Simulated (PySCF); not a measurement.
Geometries of 2 isomers of BH7P2Si, from PBE0-D3(BJ)/def2-SVP geometry optimisation, gas phase (PySCF). One conformer each, no zero-point energy, no frequencies.

Task: Which is lower in electronic energy at this level?
A.
```xyz
11
angstrom
B      2.095    0.470   -0.390
P      0.800   -0.636   -1.110
Si    -0.955   -0.677    0.289
P     -1.425    1.499    0.719
H      3.262    0.199   -0.534
H      1.755    1.525    0.087
H      1.318   -1.957   -1.121
H     -2.073   -1.409   -0.380
H     -0.649   -1.373    1.576
H     -1.745    1.771   -0.648
H     -2.783    1.211    1.069
```
B.
```xyz
11
angstrom
Si    -2.184   -0.092    0.454
P     -0.388   -0.111   -0.903
B      0.957   -0.501    0.348
P      2.466    0.572    0.660
H     -3.390    0.303   -0.335
H     -2.341   -1.493    0.943
H     -2.049    0.833    1.619
H     -0.204    1.281   -1.152
H      0.805   -1.484    1.035
H      2.757    1.095   -0.629
H      3.511   -0.389    0.747
```

Result: B. That is `[SiH3]PBP`, 3.1 kcal/mol below the other.

```json
{"SMILES": "[SiH3]PBP", "atoms numbered as above": "[SiH3:1][PH:2][BH:3][PH2:4]", "E (Eh)": "-1000.51101", "relative (kcal/mol)": "0.0", "relative (kJ/mol)": "0.0", "dipole (D)": "0.33"}
{"SMILES": "BP[SiH2]P", "atoms numbered as above": "[BH2:1][PH:2][SiH2:3][PH2:4]", "E (Eh)": "-1000.50602", "relative (kcal/mol)": "3.1", "relative (kJ/mol)": "13.1", "dipole (D)": "1.44"}
```
